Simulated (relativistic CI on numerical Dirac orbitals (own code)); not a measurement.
Re³⁹⁺: sensitivity of the levels to the model

Base calculation: Dirac-Coulomb-Breit CI, KLI orbitals optimised for each configuration, model QED, unscaled Slater integrals.

Configurations in the expansion (outside the closed core [Ar] 3d10): 4s2 4p6, 4s2 4p5 4d, 4s 4p6 4d, 4s2 4p5 4f, 4s 4p6 4f, 4p6 4d 4f, 4s2 4p5 5s, 4p6 4d2, 4p5 4d3, 4p5 4d2 4f, 4p5 4d2 5s, 4p6 4f2, 4p5 4d 4f2, 4p5 4f3, 4p5 4f2 5s. Double excitations out of closed p, d and f shells are left out; levels of such configurations are missing from the list, as are those of other unlisted configurations, and high levels can miss mixing partners.

Variants: (1) P86 correlation estimate; (2) QED terms removed; (3) one mean potential for all configurations. Shifts of the energy above 4s2 4p6 1S_0, in eV, for the lowest level and the first level of each name with at least 55 % of one term (blank where a level changes its place among those of its configuration and J or its character, or is not in the variant):

```csv
Level,Base,Δ(1),Δ(2),Δ(3)
4s2 4p6 1S_0,0.000,0.000,0.000,0.000
4s2 4p5 4d 3P°_0,152.038,+0.197,+0.236,-0.005
4s2 4p5 4d 3P°_1,156.824,+0.197,+0.232,-0.005
4s2 4p5 4d 3F°_3,159.847,+0.199,+0.236,-0.005
4s2 4p5 4d 3F°_4,176.806,+0.199,+0.184,-0.005
4s2 4p5 4d 3D°_3,185.164,+0.198,+0.183,-0.006
4s2 4p5 4d 3F°_2,256.622,+0.200,+0.138,-0.006
4s2 4p5 4d 1P°_1,279.879,+0.197,+0.140,-0.008
4s2 4p5 4f 3D_1,355.905,+1.285,+0.742,-0.049
4s2 4p5 4f 3G_4,374.408,+2.108,+0.220,-0.119
4s2 4p5 4f 3G_5,377.189,+2.108,+0.200,-0.122
4s2 4p5 4f 3F_4,384.295,+2.108,+0.200,-0.118
4s 4p6 4d 3D_1,386.616,+1.100,+0.926,-0.043
4s 4p6 4d 3D_3,398.742,+0.765,+1.102,-0.013
```

At this charge energies of transitions that change n are usually good to better than 1 %, and those within a shell (Δn = 0) to a few per cent.

Ionisation energy from the two ground configurations alone: base 1911.73 eV; P86 correlation estimate 1913.77 eV. The NIST ASD value (theoretical) is 1912 eV.

LS names give the leading component of a level, which can be under half, so a name can repeat, a term be missing and a line seem to break the LS rules.
